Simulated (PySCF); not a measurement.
SMILES C[SiH2]/C=C/[SiH](C)C (C5H14Si2) (GFN2-xTB optimised geometry):

```
21

Si     0.131    -0.821     0.000
C     -0.513     0.967     0.000
C     -0.510    -1.698    -1.539
C      0.243    -2.232    -2.499
Si    -0.400    -3.082    -4.059
C     -0.117    -1.939    -5.558
C      0.560    -4.705    -4.319
H      1.600    -0.821     0.000
H     -0.360    -1.514     1.201
H     -0.166     1.514    -0.872
H     -1.600     0.995    -0.007
H     -0.178     1.505     0.882
H     -1.587    -1.765    -1.651
H      1.321    -2.166    -2.385
H     -1.840    -3.364    -3.917
H     -0.457    -2.406    -6.478
H      0.935    -1.700    -5.680
H     -0.655    -1.003    -5.445
H      0.432    -5.379    -3.477
H      0.221    -5.224    -5.210
H      1.624    -4.521    -4.433
```

Calculation: PBE0/def2-SVP run with PySCF.

Task: What are the frontier orbital energies and the dipole moment?

Result: HOMO-2 -8.81 eV, HOMO-1 -7.80 eV, HOMO -7.60 eV, LUMO -0.46 eV, LUMO+1 1.63 eV; dipole moment 0.67 D.

Meta-Löwdin charges at PBE0/def2-SVP: Si1 0.62, C2 -0.54, C3 -0.31, C4 -0.31, Si5 0.75, C6 -0.55, C7 -0.55, H8 -0.11, H9 -0.11, H10 0.12, H11 0.12, H12 0.12, H13 0.10, H14 0.10, H15 -0.12, H16 0.11, H17 0.11, H18 0.12, H19 0.12, H20 0.11, H21 0.11.
